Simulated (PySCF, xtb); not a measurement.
**Relative energy of two structures of B2H2OS**

Structure a: `BSB=O`, a singlet. Structure b: a singlet given by its coordinates. Both are isolated molecules in the gas phase, relaxed with PBE0-D4/def2-SVP; the shapes shown needn't be the lowest conformers.

a (Å):

```yaml
atoms:
  - { symbol: B, position_ang: [1.8425, 1.8624, 0.4873] }
  - { symbol: B, position_ang: [1.5545, 0.4494, -1.8090] }
  - { symbol: O, position_ang: [1.2814, 0.6048, -2.9724] }
  - { symbol: S, position_ang: [1.9638, 0.1671, -0.1012] }
  - { symbol: H, position_ang: [2.0754, 2.0057, 1.6577] }
  - { symbol: H, position_ang: [1.5515, 2.7620, -0.2528] }
```

b (Å):

```xyz
6

B    -1.1155    2.9120    2.2805
B    -0.4688    2.7506   -0.2853
O    -0.7856    2.8348    0.9686
S    -0.0725    2.6457   -1.8552
H    -1.6093    3.9367    2.6813
H    -0.8974    1.9520    2.9773
```

Close contacts (Å): B1–O3 1.35, B2–O3 1.30, B2–S4 1.62, B1–H5 1.21, B1–H6 1.21.

Task: Which of the two would you expect CCSD(T)/def2-SVP + ΔMP2/def2-TZVPP electronic energies to favour?

Result: Structure b; the calculation gives E(b) − E(a) = −0.332 eV.

The same difference at several levels:

```
                             level          geometry  E(b) − E(a) (eV)  departure from the last row (eV)  job, with rough time for the two
                          GFN2-xTB          GFN2-xTB              −0.560                            −0.229              optimisation, 0.81 s
                         HF/STO-3G          GFN2-xTB              −0.089                            +0.242               single point, 5.2 s
                r2SCAN-D4/def2-SVP          GFN2-xTB              −0.511                            −0.180                single point, 33 s
                  PBE0-D4/def2-SVP  PBE0-D4/def2-SVP              −0.491                            −0.159                optimisation, 95 s
                       HF/def2-SVP  PBE0-D4/def2-SVP              −0.749                            −0.418           part of the CCSD(T) run
                      MP2/def2-SVP  PBE0-D4/def2-SVP              −0.318                            +0.014           part of the CCSD(T) run
                  CCSD(T)/def2-SVP  PBE0-D4/def2-SVP              −0.341                            −0.010                      single point
CCSD(T)/def2-SVP + ΔMP2/def2-TZVPP  PBE0-D4/def2-SVP              −0.332                                                  single point, 51 s
```

None of the levels shown reverses the order. The largest departure from CCSD(T)/def2-SVP + ΔMP2/def2-TZVPP is that of HF/def2-SVP, 0.418 eV. The last row adds to CCSD(T) the change of the MP2 difference between the two basis sets, here +0.010 eV.

With thermal terms from frequencies at re-optimised GFN2-xTB minima (ideal gas, soft modes damped towards free rotors, one conformer each, 298.15 K, 1 atm): on the last row, ΔE + ΔZPE = −0.339, ΔH = −0.330, ΔG = −0.318 eV.

The correlated steps freeze 8 core orbitals. Programs: PySCF 2.14.0, xtb 6.7.1; the last row on 2 threads of Intel(R) Xeon(R) Processor @ 2.50GHz (Skylake/Cascade Lake) on a shared host.
